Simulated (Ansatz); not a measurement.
Wavefunction ladder for C$_{4}$H$_{4}$F$_{6}$O (`FCC(F)C(F)(F)OC(F)F`)

```xyz
15

F    -1.687    1.592   -1.947
C    -1.181    1.162   -0.744
C    -0.674   -0.248   -0.900
F     0.499   -0.256   -1.619
C    -0.405   -0.921    0.446
F    -1.568   -1.063    1.090
F     0.101   -2.151    0.230
O     0.407   -0.221    1.306
C     1.750   -0.105    1.013
F     1.997    1.142    0.577
F     2.415   -0.266    2.158
H    -0.366    1.826   -0.447
H    -1.977    1.194    0.005
H    -1.407   -0.858   -1.437
H     2.093   -0.826    0.270
```

Total charge 0; spin multiplicity 1. Geometry: relaxed with PBE0-D4/def2-TZVP. It is one conformer, not always the lowest. Frozen core, restricted reference, Ansatz. CBS rows extrapolate triple and quadruple zeta; past MP2 they add the triple-zeta difference.

```tsv
basis	HF (Eh)	MP2 corr.
def2-SVP	-824.64278	-1.80636
def2-TZVPP	-825.65781	-2.36269
def2-QZVPP	-825.69310	-2.56989
```

Estimate the CCSD correlation energy and the (T) correction in each basis where they were run (hartree).


```csv
basis,CCSD corr.,(T)
def2-SVP,-1.85445,-0.04083
def2-TZVPP,-2.38799,-0.08100
CBS(def2),-2.74867,as TZ
```
